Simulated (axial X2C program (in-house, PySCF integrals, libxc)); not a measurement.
## What spin–orbit coupling does to Br₂⁻

Computed with an axial X2C code built on PySCF integrals. Spin-free means the one-electron spin-free X2C Hamiltonian; two-component (2c) means X2C with spin–orbit coupling and atomic mean-field two-electron Coulomb and Gaunt terms, so the difference of the two also holds small scalar two-electron terms. Basis: Br dyall-acv3z [9s10p7d5f1g] (cores contracted in-house); Gaussian nuclei, density fitting, unrestricted open shells. Masses: Br 78.918 u.

Spin-free state: M_S = 1/2, Λ = 0 (beyond evenly filled blocks: σα); fragments Br- + Br.

| level | Re (Å) | ωe (cm⁻¹) | De (eV) |
| --- | --- | --- | --- |
| PBE0 | 2.867 | 143.1 | 1.486 |
| HF | 2.900 | 151.6 | 0.611 |
| MP2 | 2.816 | 166.2 | 1.262 |
| CCSD | 2.851 | 159.3 | 1.192 |
| CCSD(T) | 2.846 | 160.1 | 1.210 |
| PW91 | 2.922 | 126.6 | 1.696 |

Correlated methods: 15 electrons correlated (number of frozen shells: Br 3 s, 2 p, 1 d), 289 virtual spin orbitals or spinors in MP2, 90 natural virtuals in coupled cluster.

Two-component determinant lowest at the distance of the search:

Ω = 1/2 (⟨Sz⟩ = 0.49, ⟨Lz⟩ = 0.01 at HF); fragments Br- + Br.

| level | Re (Å) | ωe (cm⁻¹) | De (eV) |
| --- | --- | --- | --- |
| PBE0 | 2.876 | 140.0 | 1.402 |
| HF | 2.908 | 148.8 | 0.465 |
| MP2 | 2.821 | 164.1 | 1.136 |
| CCSD | 2.857 | 156.9 | 1.064 |
| CCSD(T) | 2.852 | 157.8 | 1.082 |
| PW91 | 2.935 | 122.7 | 1.603 |

(1) From the two tables, how do the constants change at the CCSD(T) level (2c against spin-free)?

The state is one determinant whose occupation by symmetry is held fixed; it was picked as the lowest of a PBE0 search that is not exhaustive. Dissociation energies refer to the lowest single-determinant-based atoms at the same level and basis. Density functionals use the spin component along the axis (collinear). Coupled cluster ran in a truncated set of natural virtual spinors; the MP2 energy of the rest was added. (T) has no such correction and the atoms are truncated less, which lowers De at CCSD(T) by a hundredth of an eV or more. The functionals have no current-density term, which raises determinants with orbital currents, atoms included. The highest occupied level of some functionals is positive through self-interaction error; at Hartree–Fock it is bound. Hartree–Fock gets electron affinities wrong, so its lowest charge split need not be the true one.

## Answers

(1) At the CCSD(T) level Re rises by 0.006 Å and ωe goes down by 2.3 cm⁻¹; De changes by -0.128 eV.
